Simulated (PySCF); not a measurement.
Input for PySCF:
```python
from pyscf import gto, scf, dft

mol = gto.Mole()
mol.atom = '''
    C     1.377485   -0.084532    0.140484
    B     0.026495    0.295237   -0.545836
    C    -1.386433   -0.015166    0.043839
    H     1.608413   -1.117196   -0.130346
    H     2.240368    0.510696   -0.157208
    H     1.318838   -0.054615    1.231789
    H    -1.408602   -0.945623    0.617460
    H    -2.199719   -0.057752   -0.680201
    H    -1.638091    0.786494    0.741750
'''
mol.basis = 'cc-pvdz'
mol.charge = 0
mol.spin = 1
mol.verbose = 4
mol.build()

mf = dft.UKS(mol)
mf.xc = 'blyp'
mf = mf.density_fit(auxbasis='def2-universal-jkfit')
mf.kernel()
```

What does this run give for the total energy, Mulliken (on the basis functions themselves) charges in atom order, number of basis functions, nuclear repulsion energy?


```json
{
 "total_energy": "-104.524581 Ha",
 "Mulliken (on the basis functions themselves) charges in atom order": "C1 0.05, B2 -0.19, C3 0.05, H4 0.02, H5 0.02, H6 0.00, H7 0.00, H8 0.02, H9 0.02",
 "number_of_basis_functions": "72",
 "nuclear_repulsion_energy": "60.8118 Eh"
}
```

These values belong to the state on which the SCF converged, which isn't shown to be the lowest.
